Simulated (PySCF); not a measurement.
Compound: C₄H₉O₃S (charge -1).
Bonds: C1–C2, C2–C3, C3–C4, C4–S5, S5–O6 (double), S5–O7 (double), S5–O8. Hydrogens: H9, H10, H11 on C1; H12, H13 on C2; H14, H15 on C3; H16, H17 on C4.

Structure optimised with GFN2-xTB, isolated species.

Task: List the bond lengths, angles and torsions at this level.

Result: 
```csv
bond,length (Å),order
C1–C2,1.524,single
C2–C3,1.526,single
C3–C4,1.508,single
C4–S5,1.843,single
"S5=O6, S5=O7, S5–O8",1.463,double/single
"C1–H9, C1–H10, C1–H11",1.089,single
"C2–H12, C2–H13",1.093,single
"C3–H14, C3–H15",1.096,single
"C4–H16, C4–H17",1.086,single
```

Bonds in one row agree within 0.01 Å and their mean is given. Orders are formal, as drawn. A selection of angles:
```csv
angle,degrees
C2–C1–H9,109.9
C2–C1–H10,110.9
H9–C1–H10,108.3
C1–C2–C3,112.1
C1–C2–H12,109.5
C3–C2–H12,109.5
C3–C2–H13,107.1
H12–C2–H13,108.1
C2–C3–C4,110.9
C2–C3–H14,110.2
C4–C3–H14,111.7
C4–C3–H15,106.3
H14–C3–H15,108.6
C3–C4–S5,108.0
C3–C4–H16,112.8
S5–C4–H16,104.6
S5–C4–H17,106.9
H16–C4–H17,110.4
C4–S5–O6,104.9
C4–S5–O8,104.1
O6–S5–O7,113.6
```

Dihedral angles: C1–C2–C3–C4 -169° (antiperiplanar); C2–C3–C4–S5 72° (synclinal); C3–C4–S5–O6 46° (synclinal). The mirror-image conformer, all signs reversed, is as good.

Of the pairs four or more bonds apart, O7···H13 is among the closest relative to their van der Waals radii: 2.09 Å, 77 % of the sum of Bondi's values. All 3 O–S bonds measure 1.462 to 1.465 Å. S5 (sulfonyl sulfur) is distorted tetrahedral (angles from 104.1° to 113.6°).

Point group: C1 (no symmetry element, even within 0.4 Å). Not checked by GFN2-xTB frequencies.

The numbers are calculated, not measured.
